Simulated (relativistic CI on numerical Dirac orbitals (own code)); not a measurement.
Slater and spin-orbit integrals, Tm64+

Method of calculation: Dirac-Coulomb-Breit CI, KLI orbitals optimised for each configuration, QED by a radiative potential, unscaled Slater integrals (own radial code, finite nucleus).

Slater integrals F^k, G^k are unscaled and averaged over j, outside the closed core 1s2; ζ comes from projecting the Hamiltonian with its Breit term on Σ l·s of the shell.

- 2s2.2p: ζ(2p) = 5.7485e+06 cm⁻¹; <r>(2p) = 0.0711, <r^2>(2p) = 0.006151 (bohr units).
- 2s.2p2: F^2(2p,2p) = 1.3244e+06, G^1(2s,2p) = 1.4135e+06, ζ(2p) = 5.7333e+06 cm⁻¹; <r>(2s) = 0.08085, <r^2>(2s) = 0.00775, <r>(2p) = 0.07114, <r^2>(2p) = 0.006158 (bohr units).
- 2p3: F^2(2p,2p) = 1.3228e+06, ζ(2p) = 5.7183e+06 cm⁻¹; <r>(2p) = 0.07123, <r^2>(2p) = 0.006172 (bohr units).

Averages of the first 10 configurations, taken without configuration mixing, which lowers the lowest level and can move excited configurations by several eV; other configurations of the list can lie among them:

| Configuration | Parity | States | Average energy above the lowest level (eV) |
| --- | --- | --- | --- |
| 2s2.2p | odd | 6 | 716.9 |
| 2s.2p2 | even | 30 | 1651.4 |
| 2p3 | odd | 20 | 2644.2 |
| 2p2.3s | even | 30 | 10901.0 |
| 2p2.3p | odd | 90 | 11179.6 |
| 2p2.3d | even | 150 | 11389.9 |
| 2s2.3s | even | 2 | 9045.0 |
| 2s2.3p | odd | 6 | 9334.3 |
| 2s2.3d | even | 10 | 9544.5 |
| 2s.2p.3s | odd | 24 | 9943.7 |
